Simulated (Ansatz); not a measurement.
## Pulling the pair apart

The pair of K⁺ (SMILES [K+], atom 1) and CH3F (SMILES CF, atoms 2–6), both closed shells, in one local arrangement (a lower one may exist), relaxed at PBE0-D4/def2-TZVP:

```json
{"atom": "K1", "x (Å)": "-0.1572", "y (Å)": "-0.0344", "z (Å)": "-3.2117"}
{"atom": "C2", "x (Å)": "0.0357", "y (Å)": "0.0078", "z (Å)": "0.7280"}
{"atom": "F3", "x (Å)": "-0.0341", "y (Å)": "-0.0073", "z (Å)": "-0.6844"}
{"atom": "H4", "x (Å)": "1.0350", "y (Å)": "-0.3165", "z (Å)": "1.0109"}
{"atom": "H5", "x (Å)": "-0.7227", "y (Å)": "-0.6770", "z (Å)": "1.1017"}
{"atom": "H6", "x (Å)": "-0.1565", "y (Å)": "1.0274", "z (Å)": "1.0554"}
```

CH3F is shifted rigidly along the line between the mean atom positions of the two fragments (negative: closer). Counterpoise interaction energies in kcal/mol. Computed with Ansatz 0.2.0 (basis: def2-TZVPPD); correlated methods freeze the cores. The outer core shell of Li, Na, Mg and K is correlated. The def2 sets are not built for correlating such inner shells, so the correlated values are less sure here.

```json
{"shift (Å)": "-0.25", "wB97M-V": "-13.35", "MP2": "-12.47", "r2SCAN-D4": "-13.07"}
{"shift (Å)": "-0.13", "wB97M-V": "-15.18", "MP2": "-14.57", "r2SCAN-D4": "-14.88"}
{"shift (Å)": "0.00", "wB97M-V": "-15.60", "MP2": "-15.19", "r2SCAN-D4": "-15.30"}
{"shift (Å)": "0.13", "wB97M-V": "-15.26", "MP2": "-14.99", "r2SCAN-D4": "-14.96"}
{"shift (Å)": "0.30", "wB97M-V": "-14.19", "MP2": "-14.06", "r2SCAN-D4": "-13.93"}
{"shift (Å)": "0.63", "wB97M-V": "-11.81", "MP2": "-11.80", "r2SCAN-D4": "-11.71"}
{"shift (Å)": "1.27", "wB97M-V": "-8.26", "MP2": "-8.29", "r2SCAN-D4": "-8.21"}
{"shift (Å)": "2.53", "wB97M-V": "-4.66", "MP2": "-4.70", "r2SCAN-D4": "-4.62"}
```

Question: What does CCSD(T) give at these shifts? (Judge from chemistry; the value comes from the calculation.)

Answer: Computed: -12.29, -14.43, -15.07, -14.89, -13.96, -11.71, -8.22, -4.66 kcal/mol. For zero shift, CCSD(T) at an estimated basis limit (MP2 extrapolated from triple and quadruple zeta, plus CCSD(T) − MP2 in triple zeta) gives -15.86 kcal/mol. These are counterpoise interaction energies, counted from the two frozen fragments.

The T1 diagnostic stays at or below 0.009.

For scale, one of the runs: CCSD(T)/def2-TZVPPD, 164 basis functions, launched by `ansatz run in.yaml --threads 2 --pin off --events-out ev --progress --plain --max-ram 5222MiB`. Time: 23 s of wall clock on 2 CPU threads of an Arm Neoverse V2; the host was shared. Peak host memory: 1.4 GiB.
